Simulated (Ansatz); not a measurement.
Molecule: SiBr2 (charge 0, triplet). This is an excited triplet: at this geometry the singlet lies 1.89 eV lower at RI-MP2/CBS(def2-TZVPPD,def2-QZVPPD)+[CCSD(T)-MP2]/def2-TZVPPD. 
Structure (B3LYP-D3(BJ)/def2-TZVP (Ansatz, a program for electronic structure) minimum search):
```
Si
Br 1 2.2354
Br 1 2.2354 2 119.65
```
Charge 0, spin multiplicity 3.

Property: vertical singlet-triplet gap (E(singlet) - E(triplet); the singlet is one closed-shell determinant, which may describe it poorly; each state is the SCF solution reached for its spin; for the singlet the Hartree-Fock reference is unstable and T1 is 0.015), in eV. Cores are frozen in the correlated levels unless marked. UHF or UKS for open shells. Spin-orbit coupling is left out. The frozen core is the preceding noble-gas configuration, with the filled d and f shells of earlier blocks. Non-relativistic. Basis-set limits of correlation are two-point, X^-3; Hartree-Fock from the larger set. [CCSD(T)-MP2]/basis is that difference in the basis named.

| level | program | vertical singlet-triplet gap (eV) |
|---|---|---|
| HF/def2-SVPD | Ansatz | -1.03 |
| HF/def2-TZVPPD | Ansatz | -1.04 |
| PBE0/def2-TZVPD | Ansatz | -1.66 |
| RI-MP2/def2-TZVPPD | Ansatz | -1.77 |
| CCSD/def2-SVPD | Ansatz | -1.73 |
| CCSD/def2-TZVPPD | Ansatz | -1.77 |
| RI-MP2/CBS(def2-TZVPPD,def2-QZVPPD)+[CCSD(T)-MP2]/def2-TZVPPD | Ansatz | -1.89 |
